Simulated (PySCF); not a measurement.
OSr, SMILES [O]=[Sr].

Geometry: B3LYP-D3(BJ)/def2-TZVPD. The def2 effective core potentials stand for the cores of Sr; spin–orbit coupling is left out.

Two levels are set side by side: TDDFT-PBE/def2-TZVPD (PySCF) and TDDFT-B3LYP/def2-TZVPD (PySCF). Vertical, same geometry. The lowest singlet is HOMO−2→LUMO 100 % with PBE and HOMO→LUMO 96 % with the other functional; states are paired by order. Differences are taken from unrounded values.

```
quantity                               TDDFT-B3LYP  TDDFT-PBE  TDDFT-PBE minus TDDFT-B3LYP
-------------------------------------  -----------  ---------  ---------------------------
lowest singlet excitation (eV)                1.68       1.55                        -0.13
lowest triplet excitation (TDA) (eV)          1.24       1.02                        -0.22
first bright state (f over 0.05) (eV)         3.69       3.50                        -0.19
its oscillator strength                       0.17       0.18                         0.02
```

Functionals without exact exchange tend to place singlet excitations lower, as here. Differences between two approximate levels are no errors against the true value.

Rough cost on one machine, each run with all the roots and properties that it gave: TDDFT-B3LYP against TDDFT-PBE within a factor of 2.
